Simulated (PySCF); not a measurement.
PySCF job for C₅H₃Br, SMILES C#CC=C=CBr, TDDFT-PBE/def2-SVPD. Geometry: TPSSh-D3(BJ)/def2-SVP. This is a generated structure with no PubChem entry under its InChIKey; it may be hypothetical.

```python
import numpy as np
from pyscf import gto, scf, dft, tdscf

mol = gto.M(
    atom='''
    C     3.86265083   -0.86838731    0.99393902
    C     2.97736629   -0.07056017    0.74924321
    C     1.97049175    0.89116795    0.45051055
    C     0.67101267    0.68106958    0.59684356
    C    -0.61035633    0.48321023    0.72632077
    Br   -1.68542951   -0.21944296   -0.68649155
    H     4.63588932   -1.58048404    1.21176483
    H     2.30754856    1.86986121    0.07959145
    H    -1.18039639    0.69212460    1.63470502
    ''',
    basis='def2-SVPD',
    charge=0,
    spin=0,
    max_memory=1600,
    verbose=4,
)
mf = dft.RKS(mol, xc='pbe').density_fit(auxbasis='def2-universal-jkfit')
mf.grids.level = 3
mf.conv_tol = 1e-9
mf.max_cycle = 100
mf.kernel()
mf.grids = dft.Grids(mol).set(level=1).build(with_non0tab=True)  # coarser grid for the response kernel
td = tdscf.TDDFT(mf)
td.singlet = True
td.nstates = 10
td.conv_tol = 1e-4
td.positive_eig_threshold = 1e-6
td.kernel(x0=td.get_init_guess(mf, 15))
td.analyze()
tt = tdscf.TDA(mf)
tt.singlet = False
tt.nstates = 4
tt.conv_tol = 1e-4
tt.positive_eig_threshold = 1e-6
tt.kernel(x0=tt.get_init_guess(mf, 9))
tt.analyze(verbose=3)
```

Output:

```
PySCF version 2.14.0

[INPUT] verbose = 4
[INPUT] num. atoms = 9
[INPUT] num. electrons = 68
[INPUT] charge = 0
[INPUT] spin (= nelec alpha-beta = 2S) = 0
[INPUT] symmetry False subgroup None
[INPUT] Mole.unit = angstrom
[INPUT] Symbol           X                Y                Z      unit          X                Y                Z       unit  Magmom
[INPUT]  1 C      3.862650830000  -0.868387310000   0.993939020000 AA    7.299352183524  -1.641014185948   1.878272532319 Bohr   0.0
[INPUT]  2 C      2.977366290000  -0.070560170000   0.749243210000 AA    5.626406860612  -0.133339396603   1.415864467590 Bohr   0.0
[INPUT]  3 C      1.970491750000   0.891167950000   0.450510550000 AA    3.723689738215   1.684063356490   0.851341555727 Bohr   0.0
[INPUT]  4 C      0.671012670000   0.681069580000   0.596843560000 AA    1.268030172413   1.287034977973   1.127870867610 Bohr   0.0
[INPUT]  5 C     -0.610356330000   0.483210230000   0.726320770000 AA   -1.153406302095   0.913134995288   1.372547333883 Bohr   0.0
[INPUT]  6 Br    -1.685429510000  -0.219442960000  -0.686491550000 AA   -3.185000176160  -0.414687094364  -1.297281016328 Bohr   0.0
[INPUT]  7 H      4.635889320000  -1.580484040000   1.211764830000 AA    8.760561158596  -2.986681979846   2.289903656080 Bohr   0.0
[INPUT]  8 H      2.307548560000   1.869861210000   0.079591450000 AA    4.360634797534   3.533525577848   0.150406042357 Bohr   0.0
[INPUT]  9 H     -1.180396390000   0.692124600000   1.634705020000 AA   -2.230625895525   1.307925938074   3.089144782252 Bohr   0.0

nuclear repulsion = 297.511562383045
number of shells = 67
number of NR pGTOs = 263
number of NR cGTOs = 165
basis = def2-SVPD
ecp = {}


[settings echo left out]
init E= -2764.82265662448
  HOMO = -0.274767967569828  LUMO = -0.142753621827273  gap/eV = 3.59229
cycle= 1 E= -2765.23548062936  delta_E= -0.413  |g|= 0.422  |ddm|= 9.71
  HOMO = -0.168318397341871  LUMO = -0.0677411178317686  gap/eV = 2.73685
cycle= 2 E= -2765.19129051103  delta_E= 0.0442  |g|= 0.533  |ddm|= 2.55
  HOMO = -0.22054232522702  LUMO = -0.102085660028535  gap/eV = 3.22337
cycle= 3 E= -2765.26984749097  delta_E= -0.0786  |g|= 0.169  |ddm|=  1.7
  HOMO = -0.236993382680935  LUMO = -0.10395246905218  gap/eV = 3.62023
cycle= 4 E= -2765.27963131032  delta_E= -0.00978  |g|= 0.0681  |ddm|= 0.527
  HOMO = -0.235946350993069  LUMO = -0.102530472510163  gap/eV = 3.63043
cycle= 5 E= -2765.28082538625  delta_E= -0.00119  |g|= 0.018  |ddm|= 0.12
  HOMO = -0.234867388296384  LUMO = -0.101923251687188  gap/eV = 3.61759
cycle= 6 E= -2765.28090296332  delta_E= -7.76e-05  |g|= 0.00947  |ddm|= 0.0407
  HOMO = -0.234770314914665  LUMO = -0.101918687751997  gap/eV = 3.61508
cycle= 7 E= -2765.28091912612  delta_E= -1.62e-05  |g|= 0.00484  |ddm|= 0.0204
  HOMO = -0.234858167067835  LUMO = -0.10195684060498  gap/eV = 3.61643
cycle= 8 E= -2765.28092447149  delta_E= -5.35e-06  |g|= 0.00133  |ddm|= 0.00678
  HOMO = -0.234923555294706  LUMO = -0.102024314533053  gap/eV = 3.61637
cycle= 9 E= -2765.28092491059  delta_E= -4.39e-07  |g|= 0.000599  |ddm|= 0.00289
  HOMO = -0.23489989366643  LUMO = -0.102015998301394  gap/eV = 3.61595
cycle= 10 E= -2765.2809250025  delta_E= -9.19e-08  |g|= 0.000165  |ddm|= 0.00104
  HOMO = -0.234900302473504  LUMO = -0.102011693628349  gap/eV = 3.61608
cycle= 11 E= -2765.28092500974  delta_E= -7.24e-09  |g|= 2.4e-05  |ddm|= 0.000251
  HOMO = -0.23490253103868  LUMO = -0.102014554772444  gap/eV = 3.61607
cycle= 12 E= -2765.28092500984  delta_E= -1.06e-10  |g|= 1.07e-05  |ddm|= 6.65e-05
  HOMO = -0.234900753826558  LUMO = -0.102012229492235  gap/eV = 3.61608
Extra cycle  E= -2765.28092500985  delta_E= -4.55e-12  |g|= 1.51e-05  |ddm|= 5.73e-05
converged SCF energy = -2765.28092500985
tot grids = 40648
Overwritten attributes  positive_eig_threshold  of <class 'pyscf.tdscf.rks.CasidaTDDFT'>


******** <class 'pyscf.tdscf.rks.CasidaTDDFT'> for <class 'pyscf.df.df_jk.DFRKS'> ********
nstates = 10 singlet
deg_eia_thresh = 1.000e-03
wfnsym = None
conv_tol = 0.0001
eigh lindep = 1e-12
eigh level_shift = 0
eigh max_cycle = 100


Excitation energies (eV)
[3.76111803 4.40856723 4.50365883 4.63481961 5.02340778 5.61161304
 5.70664889 5.81011976 5.82335134 5.93135885]

** Singlet excitation energies and oscillator strengths **
Excited State   1:      3.76112 eV    329.65 nm  f=0.0004
      34 -> 35        0.69941
Excited State   2:      4.40857 eV    281.23 nm  f=0.0004
      31 -> 35        0.32219
      32 -> 35       -0.62834
Excited State   3:      4.50366 eV    275.30 nm  f=0.0558
      31 -> 35        0.56734
      32 -> 35        0.28273
      33 -> 35       -0.29122
Excited State   4:      4.63482 eV    267.51 nm  f=0.2427
      31 -> 35       -0.26810
      32 -> 35       -0.15173
      33 -> 35       -0.57887
      33 -> 37        0.15212
      34 -> 36       -0.12470
Excited State   5:      5.02341 eV    246.81 nm  f=0.0001
      33 -> 36        0.69800
Excited State   6:      5.61161 eV    220.94 nm  f=0.2295
      29 -> 35       -0.16015
      30 -> 36        0.14595
      32 -> 36       -0.14400
      33 -> 35       -0.11613
      34 -> 36        0.58226
      34 -> 38       -0.22674
Excited State   7:      5.70665 eV    217.26 nm  f=0.0223
      31 -> 36        0.27872
      32 -> 36        0.63077
      34 -> 36        0.10447
Excited State   8:      5.81012 eV    213.39 nm  f=0.0217
      31 -> 36       -0.60520
      32 -> 36        0.21742
      33 -> 37        0.24873
Excited State   9:      5.82335 eV    212.91 nm  f=0.0015
      30 -> 35       -0.50787
      34 -> 37       -0.48147
Excited State  10:      5.93136 eV    209.03 nm  f=0.0015
      30 -> 35       -0.48183
      33 -> 37        0.11988
      34 -> 37        0.49309

** Transition electric dipole moments (AU) **
state          X           Y           Z        Dip. S.      Osc.
  1         0.0021     -0.0628      0.0029      0.0040      0.0004
  2         0.0599      0.0003      0.0038      0.0036      0.0004
  3        -0.6961      0.0629     -0.1295      0.5053      0.0558
  4        -1.4104      0.2282     -0.3104      2.1377      0.2427
  5         0.0201     -0.0035      0.0187      0.0008      0.0001
  6        -1.2535     -0.0929     -0.2992      1.6694      0.2295
  7        -0.3801      0.0494     -0.1127      0.1596      0.0223
  8        -0.3547      0.0528     -0.1545      0.1524      0.0217
  9        -0.0911      0.0029     -0.0431      0.0102      0.0015
 10         0.0995      0.0249     -0.0057      0.0106      0.0015

** Transition velocity dipole moments (imaginary part, AU) **
state          X           Y           Z        Dip. S.      Osc.
  1         0.0007     -0.0109      0.0012      0.0001      0.0006
  2         0.0106     -0.0005     -0.0012      0.0001      0.0005
  3        -0.1155      0.0100     -0.0211      0.0139      0.0559
  4        -0.2378      0.0382     -0.0538      0.0609      0.2384
  5         0.0039     -0.0014      0.0032      0.0000      0.0001
  6        -0.2555     -0.0177     -0.0615      0.0694      0.2243
  7        -0.0793      0.0086     -0.0235      0.0069      0.0220
  8        -0.0766      0.0115     -0.0330      0.0071      0.0221
  9        -0.0184     -0.0038     -0.0084      0.0004      0.0013
 10         0.0201      0.0124     -0.0033      0.0006      0.0017

** Transition magnetic dipole moments (imaginary part, AU) **
state          X           Y           Z
  1         0.3248      0.0736      0.0656
  2         0.3649     -0.2818      0.1177
  3         0.1208      0.1278     -0.3098
  4        -0.0115      0.3054     -0.7690
  5        -0.6253     -0.0429      0.1048
  6         0.1183      0.5205     -0.4988
  7        -0.3736      0.0186     -0.3168
  8         0.1450      0.3406      0.0004
  9         0.1245      0.0156     -0.0810
 10         0.6600      0.0066     -0.1487
Overwritten attributes  positive_eig_threshold  of <class 'pyscf.tdscf.rks.TDA'>


******** <class 'pyscf.tdscf.rks.TDA'> for <class 'pyscf.df.df_jk.DFRKS'> ********
nstates = 4 triplet
deg_eia_thresh = 1.000e-03
wfnsym = None
conv_tol = 0.0001
eigh lindep = 1e-12
eigh level_shift = 0
eigh max_cycle = 100


Excitation energies (eV)
[3.08698923 3.40952959 4.18520612 4.25630375]

** Triplet excitation energies and oscillator strengths **
Excited State   1:      3.08699 eV    401.63 nm  f=0.0000
Excited State   2:      3.40953 eV    363.64 nm  f=0.0000
Excited State   3:      4.18521 eV    296.24 nm  f=0.0000
Excited State   4:      4.25630 eV    291.30 nm  f=0.0000
```

Self-consistency was reached.
